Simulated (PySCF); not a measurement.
Species: C5H8O2S (charge +1 and doublet state).
Cartesian coordinates in Å at the GFN2-xTB level; atoms count from 1:
```xyz
16
C5H8O2S angstrom
C      2.207   -0.110    0.307
C      0.759    0.032    0.023
C      0.282    0.841   -0.920
S     -1.536    0.934   -0.799
O     -1.960    1.934    0.115
O     -2.088    0.833   -2.103
C     -1.559   -0.717    0.103
C     -0.266   -0.654    0.867
H      2.393   -0.047    1.378
H      2.804    0.635   -0.213
H      2.537   -1.095   -0.034
H      0.772    1.390   -1.703
H     -2.458   -0.772    0.710
H     -1.571   -1.445   -0.705
H      0.055   -1.661    1.161
H     -0.378   -0.091    1.802
```

The hyperfine couplings belong to this conformer and change with its torsions.

Identity: `C[C+]1[CH]S(=O)(=O)CC1` [radical] (charge +1).

Level of theory: UKS B3LYP, pcH-1 on C H O S, non-relativistic, mean-field spin-orbit, GIAO (PySCF). Isolated species at its GFN2-xTB geometry (one conformer only). Couplings are sensitive to structure, and on GFN2-xTB geometries they can be far from those on DFT ones, by a factor of two or more for some ions and for spin on atoms past the first row. No stability test was run, so a lower SCF solution isn't excluded.

Task: Give the principal g shifts and their parts.

Result: 
```json
{"Δg (ppt)": "relativistic mass correction", "1": "-0.20", "2": "-0.20", "3": "-0.20"}
{"Δg (ppt)": "gauge correction", "1": "0.01", "2": "0.03", "3": "0.01"}
{"Δg (ppt)": "orbital Zeeman/spin–orbit", "1": "0.71", "2": "2.96", "3": "6.61"}
{"Δg (ppt)": "total", "1": "0.52", "2": "2.79", "3": "6.41"}
```

So g = 2.00284, 2.00511, 2.00873 and g_iso = 2.00556; the tensor is rhombic: the two nearest values differ by 38 % of g3 − g1. Axes: g1 points within 6° of the C2–C8 bond.

Task: What are the electron Larmor frequencies g μB B/h along the three axes at 3350 mT?

Result: 93.9080, 94.0142, 94.1844 GHz for g1, g2 and g3, a range of 276.4 MHz.

Task: How much does each term add to the isotropic shift?

Result: The orbital-Zeeman/spin–orbit term 3.43, the mass correction -0.20 and the gauge correction 0.02 ppt, for a total of 3.24 ppt. The orbital-Zeeman/spin–orbit term is the largest in size. The mass correction is the same along every axis, so the anisotropy comes from the other two: their spans along these axes are 0.03 (gauge) and 5.90 ppt (orbital Zeeman/spin–orbit).

Task: At 9.445 GHz, how far is the centre of the isotropic spectrum from where a free electron (g = 2.002319) resonates?

Result: B = hν/(g μB) with μB/h = 13.99624 MHz/mT gives 337.02 mT for the free electron and 336.48 mT at g_iso, 0.54 mT lower.

Task: In a frozen sample, at which fields do the three g values resonate at 9.5, 34, 94 and 263 GHz (hyperfine left aside), and which band first spreads them over more than twice a line width of 0.3 mT?

Result: 
| band | GHz | B(g3) mT | B(g2) mT | B(g1) mT | spread mT |
| --- | --- | --- | --- | --- | --- |
| X | 9.5 | 337.90 | 338.51 | 338.90 | 0.99 |
| Q | 34.0 | 1209.33 | 1211.52 | 1212.89 | 3.56 |
| W | 94.0 | 3343.44 | 3349.49 | 3353.28 | 9.84 |
| J | 263.0 | 9354.52 | 9371.45 | 9382.06 | 27.53 |

The spread grows in proportion to the frequency. X band is the first where it exceeds 0.6 mT.

The Mulliken spin populations are largest on C3 (+0.38), O6 (+0.25), C2 (+0.13) and C7 (+0.10).

The HOMO–LUMO gaps are 6.68 eV among the α and 1.88 eV among the β orbitals.
